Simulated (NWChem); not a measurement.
Everything below was run with NWChem. System: C4H5, charge 0, spin multiplicity 2, displaced from the optimised geometry. The structure started from a generated list of species. Its SCF solution wasn't tested for a lower state. Level: UB3LYP/def2-SVP, VWN1-RPA local correlation.

Input file:

```
start mol
memory heap 200 mb stack 900 mb global 1100 mb
geometry units angstroms nocenter noautoz
  C      1.529522     1.236057     0.000000
  C      0.259205     0.780578     0.000000
  C     -0.137397    -0.657839     0.000000
  C     -1.434267    -1.089662     0.000000
  H      2.557421     0.810683     0.000000
  H     -0.581158     1.524475     0.000000
  H      0.693167    -1.405732     0.000000
  H     -2.286768    -0.368786     0.000000
  H     -1.685039    -2.175451     0.000000
  symmetry group Cs
end
basis spherical
  * library def2-svp
end
dft
  xc b3lyp
  odft
  mult 2
  semidirect memsize 60000000 filesize 0
  iterations 100
  grid xfine
end
task dft gradient
```

Output (cleaned and shortened):

```
             Northwest Computational Chemistry Package (NWChem) 7.3.0
             --------------------------------------------------------

                                NWChem Input Module
                                -------------------

 Scaling coordinates for geometry "geometry" by  1.889725989
 (inverse scale =  0.529177249)

 Turning off AUTOSYM since
 SYMMETRY directive was detected!

                             Geometry "geometry" -> ""
                             -------------------------

 Output coordinates in angstroms (scale by  1.889725989 to convert to a.u.)

  No.       Tag          Charge          X              Y              Z
 ---- ---------------- ---------- -------------- -------------- --------------
    1 C                    6.0000     1.52952200     1.23605700     0.00000000
    2 C                    6.0000     0.25920500     0.78057800     0.00000000
    3 C                    6.0000    -0.13739700    -0.65783900     0.00000000
    4 C                    6.0000    -1.43426700    -1.08966200     0.00000000
    5 H                    1.0000     2.55742100     0.81068300     0.00000000
    6 H                    1.0000    -0.58115800     1.52447500     0.00000000
    7 H                    1.0000     0.69316700    -1.40573200     0.00000000
    8 H                    1.0000    -2.28676800    -0.36878600     0.00000000
    9 H                    1.0000    -1.68503900    -2.17545100     0.00000000

 Effective nuclear repulsion energy (a.u.)      94.5779825003

            Nuclear Dipole moment (a.u.)
            ----------------------------
        X                 Y               Z
 ---------------- ---------------- ----------------
     0.0000018897    -0.0000132281     0.0000000000

      Symmetry information
      --------------------

 Group name             Cs
 Group number              2
 Group order               2
 No. of unique centers     9

      Symmetry unique atoms

     1    2    3    4    5    6    7    8    9


 Summary of "ao basis" -> "" (spherical)
 ------------------------------------------------------------------------------
[...]
          Maximum number of iterations: 100
          AO basis - number of functions:    81
                     number of shells:    39
          Convergence on energy requested:  1.00D-06
          Convergence on density requested:  1.00D-05
          Convergence on gradient requested:  5.00D-04

              XC Information
              --------------
                         B3LYP Method XC Potential
                     Hartree-Fock (Exact) Exchange  0.200
                        Slater Exchange Functional  0.800 local
                    Becke 1988 Exchange Functional  0.720 non-local
              Lee-Yang-Parr Correlation Functional  0.810
                  VWN I RPA Correlation Functional  0.190 local

             Grid Information
             ----------------
          Grid used for XC integration:  xfine
          Radial quadrature: Mura-Knowles
          Angular quadrature: Lebedev.
          Tag              B.-S. Rad. Rad. Pts. Rad. Cut. Ang. Pts.
          ---              ---------- --------- --------- ---------
          C                   0.70      100          12.0      1454
          H                   0.35      100          13.0      1202
          Grid pruning is: on
          Number of quadrature shells:   900
          Spatial weights used:  Erf1

          Convergence Information
          -----------------------
          Convergence aids based upon iterative change in
          total energy or number of iterations.
          Levelshifting, if invoked, occurs when the
          HOMO/LUMO gap drops below (HL_TOL):  1.00D-02
          DIIS, if invoked, will attempt to extrapolate
          using up to (NFOCK): 10 stored Fock matrices.

                    Damping( 0%)  Levelshifting(0.5)       DIIS
                  --------------- ------------------- ---------------
          dE  on:    start            ASAP                start
          dE off:    2 iters        100 iters           100 iters

      Screening Tolerance Information
      -------------------------------
          Density screening/tol_rho:  1.00D-10
          AO Gaussian exp screening on grid/accAOfunc:  14
          CD Gaussian exp screening on grid/accCDfunc:  20
          XC Gaussian exp screening on grid/accXCfunc:  20
          Schwarz screening/accCoul:  1.00D-08

                            NWChem DFT Gradient Module
                            --------------------------

  charge          =   0.00
  wavefunction    = open shell

  Using symmetry

                         DFT ENERGY GRADIENTS

    atom               coordinates                        gradient
                 x          y          z           x          y          z
   1 C       2.890377   2.335809   0.000000    0.014763   0.014510   0.000000
   2 C       0.489826   1.475079   0.000000   -0.012435  -0.002782   0.000000
   3 C      -0.259643  -1.243135   0.000000    0.010708   0.002436   0.000000
   4 C      -2.710372  -2.059163   0.000000   -0.011818  -0.004477   0.000000
   5 H       4.832825   1.531969   0.000000    0.012925  -0.004786   0.000000
   6 H      -1.098229   2.880840   0.000000   -0.010342   0.009235   0.000000
   7 H       1.309896  -2.656448   0.000000    0.010357  -0.009455   0.000000
   8 H      -4.321365  -0.696904   0.000000   -0.010747   0.008925   0.000000
   9 H      -3.184262  -4.111006   0.000000   -0.003411  -0.013605   0.000000

                 ----------------------------------------
                 |  Time  |  1-e(secs)   |  2-e(secs)   |
                 ----------------------------------------
                 |  CPU   |       0.01   |       0.74   |
                 ----------------------------------------
                 |  WALL  |       0.01   |       0.74   |
                 ----------------------------------------

 Task  times  cpu:       20.4s     wall:       20.4s

 Total times  cpu:       20.4s     wall:       20.4s
```
